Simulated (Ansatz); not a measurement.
Consider the ligand exchange at the Si–C bond: `C=C=C([SiH3])CCl` + `[SiH3]OCS` → `[SiH3]OCS[SiH3]` + `C=C=CCCl`.

Computed with Ansatz on PBE0-D4/def2-TZVP structures; ΔE is electronic, products minus reactants. CBS: MP2 limit from def2 TZ/QZ plus the TZ coupled-cluster correction, frozen cores. One conformer a species, not always the lowest.

`C=C=C([SiH3])CCl`:

Cartesian coordinates in Å:
```
C 1.850 0.745 1.455
C 0.933 0.335 0.629
C -0.003 -0.060 -0.186
Si -1.793 0.265 0.270
C 0.345 -0.750 -1.470
Cl -0.409 -2.374 -1.564
H 2.200 0.109 2.261
H 2.291 1.732 1.361
H -2.512 0.747 -0.940
H -1.825 1.304 1.328
H -2.459 -0.966 0.762
H 1.419 -0.890 -1.575
H -0.037 -0.199 -2.330
```

`[SiH3]OCS`:

Cartesian coordinates in Å:
```
Si -0.339 1.478 0.666
O -0.440 0.210 -0.385
C 0.170 -1.025 -0.136
S -0.127 -2.206 -1.459
H -1.081 2.593 0.040
H 1.084 1.856 0.891
H -0.937 1.120 1.981
H -0.247 -1.503 0.759
H 1.249 -0.908 0.007
H 0.668 -1.615 -2.366
```

`[SiH3]OCS[SiH3]`:

Z-matrix (Å, degrees):
```
Si
O 1 1.651
H 1 1.489 2 110.0
H 1 1.479 2 106.0 3 120.1
H 1 1.488 2 110.8 3 -119.9
C 2 1.398 1 122.8 3 55.0
S 6 1.813 2 111.4 1 -166.8
H 6 1.096 2 111.1 1 -45.5
H 6 1.095 2 111.3 1 76.0
Si 7 2.135 6 98.0 2 58.8
H 10 1.488 7 108.9 6 44.5
H 10 1.483 7 113.1 6 -76.9
H 10 1.484 7 105.8 6 163.4
```

`C=C=CCCl`:

```xyz
10

C    -0.645    1.701   -1.095
C    -0.104    0.882   -0.245
C     0.431    0.054    0.606
C     0.138   -1.404    0.609
Cl    1.613   -2.364    0.257
H    -0.164    1.921   -2.043
H    -1.590    2.191   -0.883
H     1.127    0.425    1.355
H    -0.206   -1.742    1.586
H    -0.600   -1.664   -0.147
```

| species | CCSD/CBS(def2) energy (Eh) |
| --- | --- |
| `C=C=C([SiH3])CCl` | -905.16821 |
| `[SiH3]OCS` | -803.67294 |
| `[SiH3]OCS[SiH3]` | -1093.96833 |
| `C=C=CCCl` | -614.89080 |

(1) Work out ΔE.

Largest T1 diagnostic among the species: 0.012.

Results:

(1) ΔE = (-1093.96833) + (-614.89080) − (-905.16821) − (-803.67294) = -0.01798 Eh = -11.3 kcal/mol. CCSD(T)/CBS gives -11.1 kcal/mol.

In def2-TZVPP, CCSD(T) changes the Hartree–Fock value by +1.2 kcal/mol (the triples alone add +0.1 kcal/mol) and MP2 by +1.4 kcal/mol.
